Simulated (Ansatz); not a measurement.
Two shapes of singlet CH3I.

Shape 1:

```xyz
5

C     0.0314   -0.0365   -1.8278
I     0.0177    0.0257    0.3662
H     0.0032   -1.0842   -2.1782
H    -0.8766    0.5444   -2.1158
H     0.9017    0.5638   -2.1775
```

Shape 2:

```xyz
5

C    -0.0087   -0.0201   -1.8167
I     0.0215    0.0519    0.3302
H    -0.0259   -1.0513   -2.1865
H    -0.8666    0.5199   -2.1519
H     0.9014    0.5286   -2.1499
```

Basis set: STO-3G (spherical functions). Left uncorrelated: 19 orbitals. Charge 0, multiplicity 1.

Computed with Ansatz (development build ahead of 0.2.0); each method stands on the lowest determinant of its kind that the runs found.

Which shape is lower in energy, and by how much in each method?

```
 method  E(2) − E(1) (eV)
    RHF            -0.121
RHF-MP2            -0.048
```

Shape 2 is lower.
